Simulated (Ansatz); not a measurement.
Two members of one family (Series MoX4), computed with Ansatz in the gas phase; def2 core potentials for I, Mo, no spin–orbit coupling. The two geometries come from different levels. HOMO and LUMO are taken over both spins. Binding counts from free atoms in the multiplicity of their measured ground term, without zero-point energy. Singlets are spin-restricted. The spins of the ions were chosen, not always searched. A dash marks a value that wasn't run or was left out as unsound. The structures are stationary points that may keep the symmetry of their start. Remarks come from the PBE and PBE0 runs and from stability tests at other levels; not every state was tested. HOMO above LUMO (over both spins in singlets and doublets, within one spin in higher multiplets; at PBE or PBE0), or a gap under 0.15 eV within one spin, warns that the state may not be the lowest or that an electron is smeared out.

First: MoH4 (triplet, charge 0, r2SCAN-D4/def2-TZVP geometry; oxidised ion doublet).

Cartesian coordinates in Å:
```
Mo 0.000 0.000 0.000
H -0.280 1.033 1.307
H 0.002 -1.601 0.537
H 1.497 0.362 -0.692
H -1.218 0.206 -1.151
```

| level | HOMO (eV) | LUMO (eV) | gap (eV) | vertical IE (eV) | binding per atom (eV) |
| --- | --- | --- | --- | --- | --- |
| PBE-D4/def2-SVP | -5.57 | -3.43 | 2.13 | – | 2.13 |
| PBE-D4/def2-TZVP | -5.59 | -3.45 | 2.14 | 9.32 | 2.12 |
| r2SCAN-D4/def2-TZVP | -6.13 | -2.97 | 3.16 | 9.51 | 2.05 |
| PBE0-D4/def2-TZVP | -7.29 | -2.23 | 5.07 | 9.49 | 2.00 |
| BHLYP-D4/def2-TZVP | -8.94 | -1.42 | 7.53 | – | 2.05 |

Metal–donor distances: 4 × H 1.69 Å. Remarks: HOMO above LUMO (singlet), restricted SCF unstable in HF (singlet).

Second: MoI4 (triplet, charge 0, r2SCAN-D4/def2-SVP geometry; oxidised ion doublet).

Cartesian coordinates in Å:
```
Mo 0.000 0.000 0.000
I -1.770 1.797 0.582
I 1.742 1.001 -1.632
I -1.162 -2.027 -1.115
I 1.190 -0.772 2.165
```

Question: Estimate how these quantities change from the first to the second (second minus first).

Answer: 
```
              level  Δ HOMO (eV)  Δ LUMO (eV)  Δ gap (eV)  Δ vertical IE (eV)  Δ binding per atom (eV)
    PBE-D4/def2-SVP         0.32        -0.72       -1.04                   –                     0.34
   PBE-D4/def2-TZVP         0.30        -0.74       -1.03               -1.84                     0.34
r2SCAN-D4/def2-TZVP         0.34        -1.35       -1.69               -1.65                     0.22
  PBE0-D4/def2-TZVP         0.50        -1.52       -2.02               -1.37                     0.24
 BHLYP-D4/def2-TZVP         0.87        -1.61       -2.49                   –                     0.02
```

Metal–donor distances: 4 × I 2.59 Å. Remarks: HOMO above LUMO (singlet), restricted SCF unstable in HF (singlet), gap within one spin near zero at PBE or PBE0 (+1 doublet).
